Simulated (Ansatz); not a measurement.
Job for Ansatz (an electronic-structure program): U-B97M-V/def2-TZVPP on Te2, 2S+1 = 3, a spin state set in the input, which need not be the lowest, a point of a bond scan (R = 2.553 Å). Elements past Kr take the def2 small-core potentials; no spin–orbit coupling.

Ansatz 0.2 input:
```yaml
crystal:
  periodic: [false, false, false]
  atoms:
    - {symbol: Te, position_ang: [0.00000000, 0.00000000, 0.00000000]}
    - {symbol: Te, position_ang: [0.00000000, 0.00000000, 2.55340100]}
basis:
  gaussian:
    orbitals: def2-TZVPP
    pivot_positions_ang: [[0.00000000, 0.00000000, 0.00000000], [0.00000000, 0.00000000, 2.55340100]]
hamiltonian:
  xc: {name: B97M-V}
magnetization: {spin_polarized: true, initial_magnetization: 2}
output: {forces: true, orbitals: {seedname: ./end}}
```

### Question
Give the final energy of this run.

### Answer
-536.0557 hartree.

### Question
How many basis functions does it have, and what does it roughly cost on one machine?

### Answer
100 functions; about 10 core-seconds (a rough figure).
